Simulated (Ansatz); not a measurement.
Wavefunction ladder for ClFHNbOS, SMILES `[OH][Nb]([F])(=[S])[Cl]`

```
atom   x (Å)   y (Å)   z (Å)
  O1   0.452   1.418  -0.031
 Nb2  -0.056  -0.360   0.199
  F3  -0.765  -0.599   1.895
  S4  -1.550  -0.819  -1.248
 Cl5   1.742  -1.720  -0.147
  H6   0.178   2.082  -0.668
```

The species carries charge 0 and has multiplicity 1. Correlated methods include outer-core shells of Nb, which these sets cover unevenly. Nb: def2 effective core potential. The structure was optimised at the PBE0-D4/def2-TZVP level. It is one conformer, not always the lowest. Frozen core, restricted reference, Ansatz.

```json
{"basis": "def2-SVP", "HF (Eh)": "-1088.08448", "MP2 corr.": "-0.97902"}
{"basis": "def2-TZVPP", "HF (Eh)": "-1088.62393", "MP2 corr.": "-1.32880"}
{"basis": "def2-QZVPP", "HF (Eh)": "-1088.66024", "MP2 corr.": "-1.45302"}
```

(1) Estimate the CCSD correlation energy and the (T) correction in each basis where they were run (hartree).

## Answers

(1) 
| basis | CCSD corr. | (T) |
| --- | --- | --- |
| def2-SVP | -0.96733 | -0.04301 |
| def2-TZVPP | -1.31433 | -0.07173 |
